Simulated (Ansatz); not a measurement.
Cost and result for the atomization energy of CH4Zn, SMILES `[CH3][ZnH]` (6 atoms, 5 bonds).

```
atom   x (Å)   y (Å)   z (Å)
  C1  -0.231   0.444  -0.501
 Zn2   0.402  -0.774   0.873
  H3  -1.314   0.368  -0.626
  H4   0.005   1.481  -0.246
  H5   0.234   0.224  -1.466
  H6   0.905  -1.742   1.965
```

The species carries charge 0 and has multiplicity 1. For Zn the d shell is correlated and the shells below it are frozen. Scalar relativity is left out up to krypton. Geometry: relaxed with PBE0-D4/def2-TZVP. Program: Ansatz. All runs use 4 threads of an Arm Neoverse V2 on a shared host. Times are those of one run each, without the atoms' runs, and a repeat can differ threefold. Electronic energies, without spin–orbit coupling; frozen cores. CCSD(T)/CBS adds CCSD(T) − MP2 in def2-TZVPP to the MP2 limit, and its time is that of the two runs behind it. T1 = 0.014. With those shells the extrapolation isn't a true limit. HSE06 is the plane-wave form, built on full-range PBE exchange.

CCSD(T)/CBS is a level of theory with its own doubt, some kJ/mol a heavy atom from the limit and from the frozen cores, so smaller differences don't rank the functionals.

```csv
level,functions,wall time,atomization (kcal/mol),difference from CCSD(T)/CBS,per bond
LDA (SPW92)/def2-TZVPP,151,0.5 s,457.9,51.2,10.3
CCSD(T)/def2-SVP,65,0.55 s,387.3,-19.4,-3.9
PBE-D4/def2-TZVPP (with forces),151,0.9 s,408.7,2.0,0.4
BHLYP-D4/def2-TZVPP,151,0.95 s,398.3,-8.4,-1.7
CAM-B3LYP-D4/def2-TZVPP,151,1.1 s,409.4,2.7,0.5
HSE06-D4/def2-TZVPP,151,1.1 s,406.7,0.0,0.0
B2PLYP/def2-TZVPP,151,1.6 s,402.5,-4.2,-0.8
r2SCANh-D4/def2-TZVPP,151,1.8 s,409.5,2.8,0.6
r2SCAN-D4/def2-TZVPP (with forces),151,1.9 s,410.9,4.2,0.9
B97M-V/def2-TZVPP,151,3.1 s,407.6,0.9,0.2
CCSD(T)/def2-TZVPP,151,8.5 s,399.4,-7.3,-1.5
CCSD(T)/def2-QZVPP,277,96 s,403.6,-3.1,-0.6
CCSD(T)/CBS(def2),–,100 s,406.7,0.0,0.0
```

From r2SCAN to r2SCAN0 (25 % exact exchange), in def2-TZVPP and without D4, the atomization energy moves by −3.6 kcal/mol: exact exchange takes away binding that semilocal exchange gives to molecules. At CCSD(T), def2-SVP lies −19.4 kcal/mol from the extrapolated value and def2-TZVPP −7.3 kcal/mol: correlation converges slowly with the basis, and small sets miss more of it in the bonded molecule than in its fragments. Leaving LDA and LC-ωPBE aside and taking each functional with its dispersion term where it has one, the values spread over 12.6 kcal/mol, from BHLYP-D4 to r2SCAN-D4. LDA lies +50.7 kcal/mol from PBE without D4, its usual overbinding.
